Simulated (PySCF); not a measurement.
# What a mistake does to a calculation on AlClFHO

These are calculations, not measurements. They come from PySCF 2.14.0, an open-source quantum chemistry program, on an isolated molecule that a program drew, which may never have been made. The molecule is AlClFHO (charge 0, singlet), drawn as the SMILES string `[OH][Al]([F])[Cl]`.

Each row is a Hartree-Fock (HF) and frozen-core CCSD(T) single point in the cc-pV(D+d)Z basis, meant for a local HF minimum. Run 1 is clean. Each other run has one planted mistake out of seven kinds, and not every kind appears here: one electron removed, one electron added, multiplicity raised by two, geometry at a saddle point, minimal basis STO-3G, one bond length entered in bohr, all coordinates scaled. The reference is restricted for singlets and unrestricted otherwise, and also for a bond in bohr. Adding or removing an electron swaps singlet and doublet. Electrons count all cores. HOMO and LUMO are orbital energies over both spins, the gradient is its largest component, and the lowest frequency (negative if imaginary) is given only where the gradient is small. Bond lengths are over the 4 bonds as drawn. T1 is the CCSD diagnostic: over 0.02 (restricted) or 0.045 (unrestricted) a single reference is doubtful.

Geometry of the clean run:
```xyz
5
AlClFHO, angstrom
O     1.7426   -1.7606   -0.1400
Al    0.2359   -1.6127   -0.8333
F    -0.8662   -0.5570   -0.2260
Cl   -0.2855   -2.7627   -2.4856
H     2.1069   -1.3056    0.6010
```

```
run,electrons,basis functions,<S^2>,HOMO (eV),LUMO (eV),gradient (hartree/bohr),lowest frequency (cm^-1),mean bond (Å),longest bond (Å),T1,HF (hartree),CCSD(T) (hartree),mistake
1,48,79,0.000,-12.95,2.27,3.0e-05,198,1.5825,2.079,0.0124,-876.53027,-877.12969,no fault
2,48,79,0.807,-12.88,1.11,4.2e-02,-,1.7922,2.079,0.0639,-876.38452,-876.97478,one bond length entered in bohr
3,48,79,2.013,-4.54,-3.76,9.8e-02,-,1.5825,2.079,0.0208,-876.26092,-876.85308,multiplicity raised by two
4,48,29,0.000,-9.84,8.84,5.9e-02,-,1.5825,2.079,0.0148,-866.21910,-866.31640,minimal basis STO-3G
5,49,79,0.755,1.47,7.19,5.9e-02,-,1.5825,2.079,0.0487,-876.46017,-877.07466,one electron added
6,47,79,0.758,-19.15,-10.11,8.3e-02,-,1.5825,2.079,0.0222,-876.10974,-876.68700,?
```

**Which mistake was planted in run 6, and what did it cost?**

It counts 47 electrons, one fewer than the clean run, at the same geometry and basis. So the mistake is: one electron removed. Subtracting run 1 and multiplying by 627.51 kcal/mol a hartree, the energy moved by 263.9 kcal/mol in HF and 277.8 kcal/mol in CCSD(T).

Cautions from the logs. Run 2: T1 is over the limit, so its CCSD(T) energy is less reliable; run 5: T1 is over the limit, so its CCSD(T) energy is less reliable and the HOMO is above zero, so the electron isn't bound and the energy depends on the basis.
